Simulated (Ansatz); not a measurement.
`[OH][GaH][NH][InH2]` + H₂O → `[OH][GaH][OH]` + `[NH2][InH2]`  (formal hydrolysis of a Ga–N bond)

Isolated molecules relaxed with PBE0-D4/def2-TZVP in Ansatz; ΔE leaves out vibrations. CCSD(T)/CBS is the MP2 limit (def2-TZVPP, def2-QZVPP) plus CCSD(T) − MP2 in def2-TZVPP, frozen cores. This one scheme is used for every species. DFT in def2-TZVPP. def2 core potentials past Kr. For Ga, In outer-core shells are correlated without core-valence functions, which leaves a few kJ/mol of doubt a bond. Scalar relativity is left out up to krypton. Each species was taken in one conformer, which may not be the lowest.

`[OH][GaH][NH][InH2]`:

Z-matrix (Å, degrees):
```
Ga
N 1 1.818
O 1 1.793 2 114.0
H 1 1.557 2 124.4 3 -180.0
In 2 2.029 1 129.8 3 179.9
H 2 1.012 1 114.1 3 -0.0
H 3 0.959 1 113.9 2 -180.0
H 5 1.714 2 115.8 1 -179.9
H 5 1.713 2 114.3 1 0.1
```

H₂O:

```xyz
3

O     0.046   -0.042   -0.384
H     0.132   -0.718    0.291
H    -0.178    0.760    0.093
```

`[OH][GaH][OH]`:

Cartesian coordinates in Å:
```
O -1.034 0.069 -0.973
Ga 0.003 0.150 0.479
O 1.621 -0.528 0.199
H -1.917 0.427 -0.860
H -0.408 0.734 1.852
H 1.735 -0.853 -0.697
```

`[NH2][InH2]`:

Z-matrix (Å, degrees):
```
N
In 1 2.007
H 1 1.006 2 124.3
H 1 1.006 2 124.3 3 -179.6
H 2 1.712 1 115.0 3 -0.2
H 2 1.712 1 115.0 3 179.8
```

| level | ΔE (kcal/mol) |
| --- | --- |
| ωB97M-V | -3.1 |
| r2SCAN0 | -3.0 |
| BHLYP | -4.2 |
| HF/def2-SVP | -3.3 |
| MP2/def2-SVP | -1.2 |
| CCSD/def2-SVP | -1.9 |
| SCS-MP2/def2-TZVPP | -1.4 |
| MP2/def2-QZVPP | 0.0 |

What does CCSD(T)/CBS give? (An estimate is asked.)

The calculation gave: -0.3 kcal/mol. The listed levels differ from it by -2.8, -2.7, -3.9, -3.0, -0.9, -1.6, -1.1, 0.3 kcal/mol.

Largest T1 diagnostic among the species: 0.016.

From BLYP to BHLYP (50 % exact exchange), in def2-TZVPP and without D4, ΔE moves by +0.9 kcal/mol. The D4 term adds +1.6 kcal/mol with B3LYP and +0.9 kcal/mol with PBE0; it sums over pairs of atoms, weighted by their polarisabilities, and B3LYP, whose exchange is more repulsive, gets the larger term.

B3LYP here is the variant with VWN-RPA as its local correlation; programs differ in this.
